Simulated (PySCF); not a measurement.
## Working out the ionisation energy of Fe²⁺

Fe²⁺ [Ar] 3d6 (5D) → Fe³⁺ [Ar] 3d5 (6S). Calculation: PySCF 2.14, in x2c-TZVPPall with one added diffuse shell each of s, p, d, f type (7s6p5d3f1g, 80 functions); scalar relativity by spin-free X2C-1e. Frozen: [Ar]. Energies in hartree (1 hartree = 27.21139 eV):

```
            part  Fe²⁺ (lower)  Fe³⁺ (upper)
             UHF  -1270.539147  -1269.498861
CCSD correlation     -0.124823     -0.068603
             (T)     -0.001992     -0.000444
```

**Question.** What does Hartree-Fock give?

**Answer.** (-1269.498861) − (-1270.539147) = 1.040286 hartree = 28.308 eV.

**Question.** What do CCSD and CCSD(T) give?

**Answer.** The CCSD correlation energies differ by 0.056220 hartree = 1.530 eV and the triples by 0.001548 hartree = 0.042 eV, so CCSD gives 29.838 eV and CCSD(T) 29.880 eV.

Reference: 30.651 ± 0.012 eV (measured; NIST Atomic Spectra Database, ionization energies), between the lowest levels; spin-orbit coupling is absent from the calculation.

What remains against the reference includes basis incompleteness, the frozen core and higher excitations.
